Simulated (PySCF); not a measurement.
Unrelated species, one level of theory. Method: PySCF 2.14.0, density-fitted response routines, TDDFT B3LYP/def2-SVPD, vertical, gas phase, core orbitals frozen in the response. Geometries: PBE0-D3(BJ)/def2-SVP; one conformer of each isolated species. Triplets are in the Tamm–Dancoff approximation.

Question: Rank by computed lowest singlet excitation energy, highest first.
A. `C=CC#CCCl`
B. `C=CC[SiH](O[SiH3])O[SiH3]`
C. `C=C1C=C1CCl`
D. `[SiH3]O[SiH2]O[SiH2]C1CC1`
E. `C#CC(F)(F)C(F)(F)F`
F. `CC1=CC/1=C\Cl`

Answer: D (6.97 eV), E (6.39 eV), B (5.99 eV), A (5.07 eV), C (4.25 eV), F (4.00 eV).

```
                   SMILES  S1 (eV)  T1 (eV)  gap (eV)  α (au)  f (S1)    S1 mainly
[SiH3]O[SiH2]O[SiH2]C1CC1     6.97     6.75      7.87   115.9   0.002    H→L (51%)
       C#CC(F)(F)C(F)(F)F     6.39     5.17      8.23    50.7   0.000    H→L (61%)
C=CC[SiH](O[SiH3])O[SiH3]     5.99     4.23      6.58   119.0   0.042    H→L (69%)
                C=CC#CCCl     5.07        –      5.63    82.6   0.000  H→L+1 (91%)
              C=C1C=C1CCl     4.25        –      5.08    75.7   0.021    H→L (98%)
            CC1=CC/1=C\Cl     4.00        –      4.81    76.0   0.018    H→L (99%)
```

H and L stand for HOMO and LUMO; a dash means that no computed state gives the value.

- `[SiH3]O[SiH2]O[SiH2]C1CC1`: Löwdin shares by element: HOMO carbon 40%, oxygen 16% or more (atoms not listed hold the other 44%); LUMO silicon 42% or more, oxygen 10% or more, hydrogen 9% or more (atoms not listed hold the other 39%).
- `C#CC(F)(F)C(F)(F)F`: Löwdin shares by element: HOMO (one of a set within 0.03 eV) carbon 89% or more; LUMO carbon 73% or more, hydrogen 8% (atoms not listed hold the other 19%).
- `C=CC[SiH](O[SiH3])O[SiH3]`: Löwdin shares by element: HOMO carbon 70%, silicon 8% or more (atoms not listed hold the other 22%); LUMO carbon 40% or more, silicon 16% or more (atoms not listed hold the other 43%).
- `C=CC#CCCl`: Löwdin shares by element: HOMO carbon 85% or more (atoms not listed hold the other 15%); LUMO carbon 81% or more (atoms not listed hold the other 19%).
- `C=C1C=C1CCl`: Löwdin shares by element: HOMO carbon 88% or more; LUMO carbon 78% or more, hydrogen 8% or more.
- `CC1=CC/1=C\Cl`: Löwdin shares by element: HOMO carbon 63% or more, chlorine 23%; LUMO carbon 79% or more, hydrogen 8% or more.
